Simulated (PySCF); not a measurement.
Unknown compound

An unknown has the formula C3H10F2OSi3. Its calculated NMR data are:

¹H NMR (400 MHz, computed): δ 5.75 (m, 1H), 5.40 (d, 2H), 5.19 (m, 2H), 5.14 (s, 3H), 4.80 (m, 2H).

¹³C{¹H} NMR (computed): δ 182.8 (C), 121.8 (CH), 77.8 (CH2).

[PySCF 2.14: σ from GIAO-PBE0/pcSseg-1; GFN2-xTB geometry; a single conformation; in vacuum; relativity neglected; one averaged value for each set of equivalent atoms]

References, each an isolated molecule treated in the same way: ¹H (31.72 ppm) and ¹³C (186.93 ppm) vs TMS.

Question: Deduce the structure.

Answer: 
1. Rings plus π bonds: 1 (no ring in the answer).
2. 3 carbon signals for 3 carbons: no two carbons are equivalent.
3. Carbon types of the structure: 1 × C, 1 × CH, 1 × CH2, leaving 7 H on heteroatoms.
4. δC 182.8: fully substituted alkene carbon.
5. δC 121.8: alkene CH; as expected for a trigonal carbon in a double bond.
6. δC 77.8: sp3 CH2 bonded to F and Si; pulled downfield by the heteroatom.
7. δH 5.75: hydrogen on an alkene CH; olefinic region.
8. δH 5.40: hydrogen on a silicon bonded to C, O.
9. δH 5.19: hydrogen on an sp3 CH2 bonded to F and Si; its carbon carries F, an electronegative neighbour.
10. δH 5.14: hydrogen on a silicon bonded to O.

These data were computed for SMILES FC[SiH2]/C(F)=C\[SiH2]O[SiH3].

The shifts were computed for this structure.

Splittings by ¹⁹F in the carbon and heteronuclear signals aren't shown, as no couplings were computed. Shifts are as computed. Against solution values, carbons near 30 ppm lie about +3 ppm off and those near 130 ppm about +5 ppm. Of 1309 compounds with measured shifts, 239 miss one by over three times the rms of a fit or turn the order of signals round; such compounds aren't used in these exercises. Multiplicities follow the n + 1 count of equivalent neighbours, as no J values were calculated; m marks all less simple cases, F and P coupling included.
